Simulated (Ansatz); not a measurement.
H4N2O2W can be A, `[NH]=[W](=[NH])([OH])[OH]`, or B, `[NH2][W]([NH2])(=[O])=[O]`.

Program: Ansatz. Geometries: PBE0-D4/def2-TZVP. ΔE: electronic, gas phase. CCSD(T)/CBS is the MP2 limit (def2-TZVPP, def2-QZVPP) plus CCSD(T) − MP2 in def2-TZVPP, frozen cores. DFT in def2-TZVPP. B3LYP here is the variant with VWN-RPA as its local correlation; programs differ in this. Elements past krypton have def2 core potentials. For W outer-core shells are correlated without core-valence functions, which leaves a few kJ/mol of doubt a bond. One conformer a species, not always the lowest.

Problem. Which is lower in electronic energy at CCSD(T)/CBS, and by how much? (An estimate is asked.)

Solution. Ansatz gave: B, by 106.7 kJ/mol.

Problem. Give E(B) − E(A) in kJ/mol with PBE-D4, BLYP-D4, B3LYP-D4, CCSD(T)/def2-TZVPP, CCSD(T)/def2-SVP, PBE0-D4, B2PLYP. (An estimate is asked.)

Solution. Ansatz gave: PBE-D4 -124.1, BLYP-D4 -123.7, B3LYP-D4 -116.2, CCSD(T)/def2-TZVPP -110.6, CCSD(T)/def2-SVP -116.2, PBE0-D4 -115.2, B2PLYP -122.4. None reverses the order clearly.

Problem. Does the order hold for the free energy at 298.15 K (harmonic terms from PBE0-D4)? (Estimate.)

Solution. The calculation gave: Yes: G(B) − G(A) = -101.4 kJ/mol, for one conformer each.

Largest T1 diagnostic: 0.022.

In def2-TZVPP, CCSD(T) changes the Hartree–Fock value by −12.7 kJ/mol (the triples alone add −5.9 kJ/mol) and MP2 by −21.7 kJ/mol. From r2SCAN to r2SCAN0 (25 % exact exchange), in def2-TZVPP and without D4, E(B) − E(A) moves by +9.5 kJ/mol.
